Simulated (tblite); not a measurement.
Species: C₅H₁₂GeOSi.
Atom-mapped SMILES: `[SiH3:1][CH2:2][C@H:3]1[CH:4]=[CH:5][O:6][GeH2:7][CH2:8]1` (hydrogens: H9, H10, H11 on Si1; H12, H13 on C2; H14 on C3; H15 on C4; H16 on C5; H17, H18 on Ge7; H19, H20 on C8)

Computed with GFN2-xTB (tblite), gas phase: L-BFGS steps from a force-field or distance-geometry start until the largest atomic force falls under 0.01 eV/Å.

Step 20: E = -667.6731 eV
```
atom  x, y, z in Å  |  force x, y, z in eV/Å
Si1     2.6164    0.3556    0.3915   -0.023  -0.009  -0.069
C2      1.4829   -0.5223   -0.8715   -0.042  -0.015   0.003
C3     -0.0112   -0.4636   -0.5537   -0.012   0.044  -0.009
C4     -0.3265   -1.0960    0.7720    0.005  -0.003  -0.029
C5     -1.5414   -1.0958    1.3006    0.037  -0.001   0.014
O6     -2.6417   -0.5199    0.7570    0.008   0.051  -0.015
Ge7    -2.4885    0.9212   -0.2903   -0.098   0.005   0.055
C8     -0.5371    0.9770   -0.6327   -0.029   0.041   0.016
H9      1.8997    0.6481    1.6320   -0.002   0.011   0.031
H10     3.1035    1.6136   -0.1839   -0.012   0.000   0.006
H11     3.7526   -0.5185    0.6906    0.012   0.011  -0.004
H12     1.6399   -0.1006   -1.8677    0.027  -0.003   0.021
H13     1.7627   -1.5747   -0.9406    0.051  -0.030   0.014
H14    -0.5534   -1.0340   -1.3278    0.027  -0.041  -0.004
H15     0.4690   -1.6034    1.2917    0.009  -0.033  -0.026
H16    -1.7547   -1.5877    2.2418   -0.024  -0.020   0.034
H17    -3.3996    0.5797   -1.4431    0.009   0.000  -0.013
H18    -3.1181    2.0302    0.5323    0.064  -0.011  -0.065
H19    -0.0473    1.6056    0.1121    0.003  -0.011   0.041
H20    -0.3121    1.3962   -1.6131   -0.010   0.013  -0.002
```

Step 21: E = -667.6744 eV
```
atom  x, y, z in Å  |  force x, y, z in eV/Å
Si1     2.6182    0.3576    0.3916   -0.045  -0.022  -0.053
C2      1.4841   -0.5229   -0.8693   -0.037  -0.033  -0.016
C3     -0.0110   -0.4647   -0.5556   -0.032   0.025  -0.014
C4     -0.3287   -1.1008    0.7681    0.002   0.004  -0.002
C5     -1.5419   -1.0960    1.3017    0.015   0.018   0.007
O6     -2.6429   -0.5159    0.7611    0.042   0.043  -0.005
Ge7    -2.4896    0.9220   -0.2925   -0.074  -0.038   0.066
C8     -0.5378    0.9759   -0.6321   -0.037   0.035   0.012
H9      1.8997    0.6480    1.6327    0.010   0.011   0.018
H10     3.1042    1.6140   -0.1865   -0.013   0.012   0.006
H11     3.7569   -0.5137    0.6889    0.011   0.007  -0.001
H12     1.6426   -0.1012   -1.8654    0.027  -0.010   0.023
H13     1.7645   -1.5763   -0.9380    0.043   0.001   0.017
H14    -0.5515   -1.0333   -1.3336    0.040  -0.031   0.016
H15     0.4671   -1.6106    1.2862   -0.004  -0.026  -0.032
H16    -1.7547   -1.5842    2.2464   -0.012  -0.012  -0.010
H17    -3.4049    0.5799   -1.4393    0.002  -0.010  -0.037
H18    -3.1157    2.0318    0.5252    0.048   0.023  -0.036
H19    -0.0534    1.6024    0.1178    0.018  -0.008   0.036
H20    -0.3103    1.3988   -1.6105   -0.005   0.011   0.006
```

Step 22: E = -667.6754 eV
```
atom  x, y, z in Å  |  force x, y, z in eV/Å
Si1     2.6189    0.3588    0.3908   -0.050  -0.025  -0.018
C2      1.4844   -0.5240   -0.8677   -0.021  -0.035  -0.025
C3     -0.0115   -0.4652   -0.5574   -0.039   0.001  -0.012
C4     -0.3306   -1.1048    0.7648    0.001   0.011   0.020
C5     -1.5420   -1.0958    1.3029   -0.004   0.030   0.002
O6     -2.6432   -0.5116    0.7646    0.055   0.023   0.016
Ge7    -2.4919    0.9221   -0.2933   -0.026  -0.064   0.045
C8     -0.5391    0.9757   -0.6313   -0.038   0.017   0.009
H9      1.9001    0.6480    1.6336    0.023   0.007  -0.002
H10     3.1046    1.6145   -0.1885   -0.017   0.018   0.005
H11     3.7607   -0.5093    0.6875    0.003   0.009  -0.002
H12     1.6455   -0.1019   -1.8632    0.021  -0.016   0.015
H13     1.7669   -1.5777   -0.9355    0.026   0.024   0.017
H14    -0.5490   -1.0334   -1.3383    0.039  -0.019   0.026
H15     0.4654   -1.6173    1.2808   -0.013  -0.020  -0.037
H16    -1.7550   -1.5814    2.2500    0.001  -0.004  -0.047
H17    -3.4095    0.5798   -1.4367   -0.003  -0.019  -0.051
H18    -3.1129    2.0335    0.5186    0.025   0.059  -0.003
H19    -0.0582    1.5994    0.1235    0.022  -0.009   0.023
H20    -0.3088    1.4012   -1.6081   -0.005   0.012   0.018
```

**Question.** Estimate the geometry and energy of step 23. (The exact step hangs on the optimiser's Hessian estimate; all steps are aligned on step 22, rigid shifts and turns removed.)

**Answer.** E = -667.6764 eV, largest force 0.085 eV/Å
```
atom  x, y, z in Å  |  force x, y, z in eV/Å
Si1     2.6184    0.3593    0.3896   -0.036  -0.016   0.015
C2      1.4841   -0.5255   -0.8667   -0.002  -0.021  -0.020
C3     -0.0125   -0.4654   -0.5589   -0.029  -0.017  -0.005
C4     -0.3321   -1.1078    0.7622    0.005   0.018   0.027
C5     -1.5418   -1.0953    1.3040   -0.010   0.032  -0.001
O6     -2.6425   -0.5076    0.7677    0.041   0.001   0.037
Ge7    -2.4944    0.9210   -0.2930    0.016  -0.059   0.007
C8     -0.5409    0.9760   -0.6303   -0.028  -0.005   0.008
H9      1.9009    0.6482    1.6343    0.031   0.004  -0.018
H10     3.1044    1.6153   -0.1900   -0.024   0.013   0.007
H11     3.7637   -0.5055    0.6862   -0.011   0.013  -0.006
H12     1.6484   -0.1028   -1.8612    0.012  -0.020   0.000
H13     1.7696   -1.5786   -0.9331    0.006   0.031   0.015
H14    -0.5464   -1.0341   -1.3417    0.023  -0.012   0.026
H15     0.4639   -1.6231    1.2756   -0.015  -0.017  -0.036
H16    -1.7554   -1.5794    2.2522    0.010  -0.002  -0.063
H17    -3.4131    0.5794   -1.4356   -0.003  -0.025  -0.050
H18    -3.1098    2.0362    0.5129    0.005   0.082   0.022
H19    -0.0618    1.5968    0.1286    0.018  -0.012   0.007
H20    -0.3079    1.4036   -1.6058   -0.007   0.013   0.030
```

The energy changes by -0.0009 eV. The first-order estimate −F·Δx gives -0.0013 eV and the mean of the old and new forces, exact on a quadratic surface, -0.0010 eV. The step makes an angle of 69° with the force vector and moves no atom by more than 0.008 Å.

What follows is the cost of the whole relaxation. The run took 1.5 s on one thread, Arm Neoverse N1 (aarch64), on a shared host.
